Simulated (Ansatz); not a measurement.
A run for Ansatz (a first-principles code): U-r2SCAN/def2-TZVPP on CH4Te (SMILES C[TeH]), a point of a bond scan (R = 1.663 Å). Elements past Kr take the def2 small-core potentials; no spin–orbit coupling.

Ansatz 0.2 input:
```yaml
crystal:
  periodic: [false, false, false]
  atoms:
    - {symbol: Te, position_ang: [0.01201175, 0.23527703, 0.23177528]}
    - {symbol: H, position_ang: [-0.34300037, 1.36479989, -0.93638102]}
    - {symbol: C, position_ang: [-0.03051731, -1.41897587, -1.16612883]}
    - {symbol: H, position_ang: [0.73152202, -1.27549848, -1.92532285]}
    - {symbol: H, position_ang: [-1.01819392, -1.49803416, -1.60874601]}
    - {symbol: H, position_ang: [0.18816506, -2.31181771, -0.58509181]}
basis:
  gaussian:
    orbitals: def2-TZVPP
hamiltonian:
  xc: {name: r2SCAN}
magnetization: {spin_polarized: true, initial_magnetization: 0}
```

It printed:

```
WARN ansatz: RAYON_NUM_THREADS=1 ignored (pool sized by the plan → 1); use --threads N
Functional definition: r2SCAN
integrals: 0.04 GiB planned
802 factors; their error is unknown
mean field: 0.50 GiB planned
mean field evaluation 1: about -8390.9478 eV, gradient 3.9e1 eV
mean field evaluation 2: about -8378.7067 eV, gradient 5.7e1 eV
mean field evaluation 4: about -8398.0206 eV, gradient 3.4e0 eV
mean field evaluation 8: about -8397.9168 eV, gradient 4.5e-1 eV
mean field evaluation 16: about -8397.9170 eV, gradient 4.9e-5 eV
mean field -8397.91702501 eV, -308.6177583564 hartree, gradient 4.9e-5 eV, S^2 0.000000; 0 other end points of the search recorded, 0 dependent functions left out
reference -8397.91703804 eV, -308.6177588355 hartree; 17, 17 occupied and 120, 120 virtual orbitals, 802 factors
Total energy: -8397.91703804 eV, -308.6177588355 hartree
```

The run converged.

Cost: roughly 4 core-seconds.
